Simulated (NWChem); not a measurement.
System: MgNH2Br; SMILES [NH2][Mg][Br]

Input file for NWChem:

```
start job
memory heap 200 mb stack 900 mb global 1100 mb
geometry units angstroms noautoz
  Mg     0.052042    -0.984520    -0.002321
  Br    -0.264190     1.348513     0.011041
  N      0.310057    -2.849889    -0.012981
  H      0.439497    -3.430725    -0.834096
  H      0.328196    -3.454062     0.801294
end
basis spherical
  * library def2-svp
end
dft
  xc m06-l
  iterations 150
  mulliken
end
task dft energy
```

NWChem printed, in part:

```
             Northwest Computational Chemistry Package (NWChem) 7.3.0
             --------------------------------------------------------

 CS  symmetry detected

                             Geometry "geometry" -> ""
                             -------------------------

 Output coordinates in angstroms (scale by  1.889725989 to convert to a.u.)

  No.       Tag          Charge          X              Y              Z
 ---- ---------------- ---------- -------------- -------------- --------------
    1 Mg                  12.0000    -0.00142688     1.14752972     0.00000000
    2 Br                  35.0000     0.00028647    -1.20687493     0.00000000
    3 N                    7.0000     0.00231818     3.03068473     0.00000000
    4 H                    1.0000    -0.00456569     3.62773631    -0.81966938
    5 H                    1.0000    -0.00456569     3.62773631     0.81966938

 Effective nuclear repulsion energy (a.u.)     168.6433710853

      Symmetry information
      --------------------

 Group name             Cs
 Group number              2
 Group order               2
 No. of unique centers     4

                                 NWChem DFT Module
                                 -----------------

 Summary of "ao basis" -> "ao basis" (spherical)
 ------------------------------------------------------------------------------
       Tag                 Description            Shells   Functions and Types
 ---------------- ------------------------------  ------  ---------------------
 Mg                         def2-svp                 8       18   4s3p1d
 Br                         def2-svp                12       32   5s4p3d
 N                          def2-svp                 6       14   3s2p1d
 H                          def2-svp                 3        5   2s1p

      Symmetry analysis of basis
      --------------------------

        a'         50
        a"         24

            General Information
            -------------------
          SCF calculation type: DFT
          Wavefunction type:  closed shell.
          No. of atoms     :     5
          No. of electrons :    56
           Alpha electrons :    28
            Beta electrons :    28
          Charge           :     0
          Spin multiplicity:     1
          Use of symmetry is: on ; symmetry adaption is: on
          Maximum number of iterations: 150
          AO basis - number of functions:    74
                     number of shells:    32
          Convergence on energy requested:  1.00D-06
          Convergence on density requested:  1.00D-05
          Convergence on gradient requested:  5.00D-04

              XC Information
              --------------
                        M06-L Method XC Functional
                         M06-L Exchange Functional  1.000
                       M06-L Correlation Potential  1.000

             Grid Information
             ----------------
          Grid used for XC integration:  medium
          Radial quadrature: Mura-Knowles
          Angular quadrature: Lebedev.
          Tag              B.-S. Rad. Rad. Pts. Rad. Cut. Ang. Pts.
          ---              ---------- --------- --------- ---------
          Mg                  1.50       88           9.0       590
          Br                  1.15      112          12.0       590
          N                   0.65       49          11.0       434
          H                   0.35       45          12.0       434
          Grid pruning is: on
          Number of quadrature shells:   294
          Spatial weights used:  Erf1

      Superposition of Atomic Density Guess
      -------------------------------------

 Sum of atomic energies:       -2826.86335883

      Non-variational initial energy
      ------------------------------

 Total energy =   -2827.411498
 1-e energy   =   -4271.403209
 2-e energy   =    1275.348341
 HOMO         =      -0.340922
 LUMO         =      -0.078519

      Symmetry analysis of molecular orbitals - initial
      -------------------------------------------------

  Numbering of irreducible representations:

     1 a'          2 a"

  Orbital symmetries:

     1 a'          2 a'          3 a'          4 a"          5 a'
     6 a'          7 a'          8 a'          9 a'         10 a"
    11 a'         12 a'         13 a'         14 a"         15 a'
    16 a'         17 a"         18 a'         19 a"         20 a'
    21 a'         22 a'         23 a"         24 a'         25 a'
    26 a'         27 a"         28 a'         29 a'         30 a"
    31 a'         32 a'         33 a'         34 a"         35 a'
    36 a"         37 a'         38 a"

     ---------------------------------------------
      Total Density - Mulliken Population Analysis
     ---------------------------------------------

    Atom       Charge   Shell Charges
 -----------   ------   -------------------------------------------------------
    1 Mg  12    10.78   2.00  1.99  0.39  0.03  5.99  0.16  0.09  0.13
    2 Br  35    35.58   2.00  2.00  2.00  1.37  0.58  6.00  5.99  2.43  3.22  8.23  1.73  0.05
    3 N    7     8.13   1.99  1.03  0.52  2.67  1.91  0.00
    4 H    1     0.75   0.60  0.11  0.05
    5 H    1     0.75   0.60  0.11  0.05

   convergence    iter        energy       DeltaE   RMS-Dens  Diis-err
 ---------------- ----- ----------------- --------- --------- ---------
 d= 0,ls=0.0,diis     1  -2829.6884473277 -3.00D+03  2.01D-02  4.82D-01
 d= 0,ls=0.0,diis     2  -2829.4484745058  2.40D-01  1.48D-02  2.08D+00
 d= 0,ls=0.0,diis     3  -2829.7473357648 -2.99D-01  5.02D-03  5.86D-02
 d= 0,ls=0.0,diis     4  -2829.7562340404 -8.90D-03  3.17D-03  1.76D-02
 d= 0,ls=0.0,diis     5  -2829.7261974020  3.00D-02  2.42D-03  3.30D-02
  Resetting Diis
 d= 0,ls=0.0,diis     6  -2829.7367508269 -1.06D-02  1.76D-03  1.30D-02
 d= 0,ls=0.0,diis     7  -2829.7413631578 -4.61D-03  4.24D-03  7.09D-03
 d= 0,ls=0.0,diis     8  -2829.7461669532 -4.80D-03  1.22D-03  8.19D-03
 d= 0,ls=0.0,diis     9  -2829.7471244432 -9.57D-04  1.14D-03  9.74D-04
 d= 0,ls=0.0,diis    10  -2829.7473203182 -1.96D-04  2.33D-04  1.36D-04
 d= 0,ls=0.0,diis    11  -2829.7473381300 -1.78D-05  8.77D-05  4.01D-05
 d= 0,ls=0.0,diis    12  -2829.7473423509 -4.22D-06  2.37D-05  1.03D-06
 d= 0,ls=0.0,diis    13  -2829.7473425018 -1.51D-07  6.60D-06  1.41D-07

         Total DFT energy =    -2829.747342501798
      One electron energy =    -4275.269317655720
           Coulomb energy =     1392.395893691380
    Exchange-Corr. energy =     -115.517289622756
 Nuclear repulsion energy =      168.643371085297

 Numeric. integr. density =       55.999999291760

                  Occupations of the irreducible representations
                  ----------------------------------------------

                     irrep           alpha         beta
                     --------     --------     --------
                     a'               21.0         21.0
                     a"                7.0          7.0

                       DFT Final Molecular Orbital Analysis
                       ------------------------------------

 Vector   26  Occ=2.000000D+00  E=-2.529478D-01  Symmetry=a"
              MO Center=  1.8D-04, -1.1D+00, -2.1D-13, r^2= 1.6D+00
   Bfn.  Coefficient  Atom+Function         Bfn.  Coefficient  Atom+Function
  ----- ------------  ---------------      ----- ------------  ---------------
    35      0.579030  2 Br pz                32      0.508746  2 Br pz
    29     -0.340172  2 Br pz                26      0.110540  2 Br pz
    15     -0.073389  1 Mg d -1              13      0.066750  1 Mg pz
    10      0.048361  1 Mg pz                 7      0.036226  1 Mg pz

 Vector   27  Occ=2.000000D+00  E=-2.526324D-01  Symmetry=a'
              MO Center=  1.1D-04, -1.1D+00, -1.0D-14, r^2= 1.7D+00
   Bfn.  Coefficient  Atom+Function         Bfn.  Coefficient  Atom+Function
  ----- ------------  ---------------      ----- ------------  ---------------
    33      0.580334  2 Br px                30      0.507998  2 Br px
    27     -0.339770  2 Br px                24      0.110410  2 Br px
    11      0.069594  1 Mg px                14     -0.064903  1 Mg d -2
     8      0.054828  1 Mg px                 5      0.039372  1 Mg px
    57      0.029461  3 N  px                46      0.025128  2 Br d -2

 Vector   28  Occ=2.000000D+00  E=-1.916661D-01  Symmetry=a'
              MO Center=  2.0D-03,  2.9D+00,  1.1D-13, r^2= 1.2D+00
   Bfn.  Coefficient  Atom+Function         Bfn.  Coefficient  Atom+Function
  ----- ------------  ---------------      ----- ------------  ---------------
    54      0.546228  3 N  px                57     -0.458082  3 N  px
    11     -0.127375  1 Mg px                14     -0.113941  1 Mg d -2
     8     -0.081704  1 Mg px                 5     -0.059335  1 Mg px
    30      0.038116  2 Br px                67     -0.025546  4 H  px
    72     -0.025546  5 H  px

 Vector   29  Occ=0.000000D+00  E=-3.622358D-02  Symmetry=a'
              MO Center= -1.3D-02,  1.1D+00,  2.6D-13, r^2= 6.3D+00
   Bfn.  Coefficient  Atom+Function         Bfn.  Coefficient  Atom+Function
  ----- ------------  ---------------      ----- ------------  ---------------
     4      0.903955  1 Mg s                 53     -0.379337  3 N  s
     3      0.365524  1 Mg s                 34     -0.302603  2 Br py
    23     -0.280180  2 Br s                  2      0.216198  1 Mg s
    22     -0.190132  2 Br s                 52     -0.166768  3 N  s
    31     -0.162162  2 Br py                21      0.123052  2 Br s

 Vector   30  Occ=0.000000D+00  E= 9.751916D-03  Symmetry=a"
              MO Center= -2.7D-03,  9.8D-01, -1.1D-14, r^2= 5.7D+00
   Bfn.  Coefficient  Atom+Function         Bfn.  Coefficient  Atom+Function
  ----- ------------  ---------------      ----- ------------  ---------------
    13      0.917421  1 Mg pz                35     -0.284390  2 Br pz
    10      0.223396  1 Mg pz                66      0.152961  4 H  s
    71     -0.152961  5 H  s                  7      0.151710  1 Mg pz
    32     -0.148779  2 Br pz                29      0.097449  2 Br pz
    65      0.091311  4 H  s                 70     -0.091311  5 H  s

 Vector   31  Occ=0.000000D+00  E= 2.165566D-02  Symmetry=a'
              MO Center=  1.0D-02,  9.5D-01,  2.0D-13, r^2= 5.5D+00
   Bfn.  Coefficient  Atom+Function         Bfn.  Coefficient  Atom+Function
  ----- ------------  ---------------      ----- ------------  ---------------
    11      0.851197  1 Mg px                33     -0.307279  2 Br px
     8      0.275925  1 Mg px                54      0.194953  3 N  px
    57     -0.194566  3 N  px                 5      0.156152  1 Mg px
    30     -0.154365  2 Br px                14     -0.141256  1 Mg d -2
    27      0.101174  2 Br px                46      0.065602  2 Br d -2

     ---------------------------------------------
      Total Density - Mulliken Population Analysis
     ---------------------------------------------

    Atom       Charge   Shell Charges
 -----------   ------   -------------------------------------------------------
    1 Mg  12    11.21   2.00  1.99  0.40 -0.02  5.99  0.35  0.21  0.29
    2 Br  35    35.43   2.00  2.00  2.00  1.38  0.58  6.00  5.98  2.33  3.15  8.22  1.72  0.08
    3 N    7     7.64   1.99  0.98  0.54  2.39  1.74  0.01
    4 H    1     0.86   0.72  0.10  0.05
    5 H    1     0.86   0.72  0.10  0.05

     -------------------------------------------
      Total Density - Lowdin Population Analysis
     -------------------------------------------

    Atom       Charge   Shell Charges
 -----------   ------   -------------------------------------------------------
    1 Mg  12    11.94   2.00  1.94  0.37  0.12  5.85  0.60  0.41  0.65
    2 Br  35    34.94   2.00  2.00  1.96  1.06  0.67  5.99  5.82  2.44  2.99  7.86  2.01  0.14
    3 N    7     7.28   1.97  0.72  0.46  2.21  1.91  0.02
    4 H    1     0.92   0.59  0.19  0.13
    5 H    1     0.92   0.59  0.19  0.13

     Multipole analysis of the density
     ---------------------------------

     L   x y z        total         alpha         beta         nuclear
     -   - - -        -----         -----         ----         -------
     0   0 0 0     -0.000000    -28.000000    -28.000000     56.000000

     1   1 0 0     -0.009244     -0.004622     -0.004622      0.000000
     1   0 1 0      0.934298      0.467149      0.467149      0.000000
     1   0 0 1      0.000000      0.000000      0.000000      0.000000

     2   2 0 0    -26.426290    -13.213335    -13.213335      0.000381
     2   1 1 0     -0.060606     -0.002277     -0.002277     -0.056051
     2   1 0 1      0.000000      0.000000      0.000000      0.000000
     2   0 2 0    -28.394036   -295.235017   -295.235017    562.075998
     2   0 1 1      0.000000      0.000000      0.000000      0.000000
     2   0 0 2    -23.389397    -14.093946    -14.093946      4.798495
```

Level: M06-L/def2-SVP. Coordinates come from a B3LYP/6-31G* (spherical d) optimisation.
